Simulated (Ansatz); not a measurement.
Consider the ligand exchange at the Si–C bond: `C[SiH](O)I` + H–F → `O[SiH](F)I` + CH₄.

Gas-phase electronic energies from Ansatz, PBE0-D4/def2-TZVP geometries. CCSD(T)/CBS is the MP2 limit (def2-TZVPP, def2-QZVPP) plus CCSD(T) − MP2 in def2-TZVPP, frozen cores. This one scheme is used for every species. DFT in def2-TZVPP. Elements past krypton have def2 core potentials. For I outer-core shells are correlated without core-valence functions, which leaves a few kJ/mol of doubt a bond. One conformer a species, not always the lowest.

Is it downhill or uphill in electronic energy at CCSD(T)/CBS, and by how much? (Estimate.)

The calculation gave: Downhill: ΔE = -143.1 kJ/mol.

What do these levels give: ωB97X-V, ωB97M-V, PBE, r2SCAN, MP2/def2-QZVPP, SCS-MP2/def2-QZVPP? (Estimate.)

Ansatz gave: ωB97X-V -148.3, ωB97M-V -147.7, PBE -142.4, r2SCAN -152.7, MP2/def2-QZVPP -142.9, SCS-MP2/def2-QZVPP -148.6 kJ/mol.

Largest T1 diagnostic among the species: 0.010.

The D4 term adds +6.5 kJ/mol with B3LYP and +3.7 kJ/mol with PBE0; it sums over pairs of atoms, weighted by their polarisabilities, and B3LYP, whose exchange is more repulsive, gets the larger term. In def2-TZVPP, CCSD(T) changes the Hartree–Fock value by +21.6 kJ/mol (the triples alone add +2.5 kJ/mol) and MP2 by +23.1 kJ/mol.

B3LYP here is the variant with VWN-RPA as its local correlation; programs differ in this.
